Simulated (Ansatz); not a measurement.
Molecule: C$_{3}$H$_{8}$B (charge 0, doublet). It need not be the lowest isomer of its formula. 
Structure (B3LYP-D3(BJ)/def2-TZVP (Ansatz, a program for electronic structure) minimum search):
```xyz
12

B      0.0628    -0.0113     0.0034
C      1.5752    -0.2837     0.0843
C     -0.4662     1.4649    -0.1254
C     -0.9570    -1.2086     0.0493
H      1.9928    -1.2796     0.2047
H      2.3232     0.5023     0.0263
H      0.2661     2.1771    -0.5114
H     -0.7391     1.8108     0.8819
H     -1.3818     1.5404    -0.7183
H     -1.8977    -0.9498     0.5428
H     -1.2275    -1.4567    -0.9872
H     -0.5623    -2.1238     0.4956
```
Charge 0, spin multiplicity 2.

Wanted: atomisation energy (electronic, to ground-state atoms); the coupled-cluster value holds the core correlation from cc-pwCVTZ, in kJ/mol. Valence correlation only, unless marked. UHF or UKS for open shells. No spin-orbit coupling. Non-relativistic. CBS marks a two-point X^-3 extrapolation of the correlation energy; Hartree-Fock from the larger set. The bracket is a focal-point correction in the basis named.

Level to compare with: RI-MP2/CBS(cc-pVTZ,cc-pVQZ)+[CCSD(T)-MP2]/cc-pVTZ plus the core term (Ansatz), 4610.0 kJ/mol. It is a level with limits of its own, and the differences hold the functionals' basis error too.

Rank these functionals by how close they come to RI-MP2/CBS(cc-pVTZ,cc-pVQZ)+[CCSD(T)-MP2]/cc-pVTZ, closest first: B3LYP/def2-TZVPD (Ansatz); wB97X-V/def2-TZVPD (Ansatz); CAM-B3LYP/def2-TZVPD (Ansatz).

wB97X-V/def2-TZVPD (range-separated hybrid with VV10, 4603.7 kJ/mol, difference -6.3), CAM-B3LYP/def2-TZVPD (range-separated hybrid, 4622.1 kJ/mol, difference 12.1), B3LYP/def2-TZVPD (global hybrid, 4593.4 kJ/mol, difference -16.6)
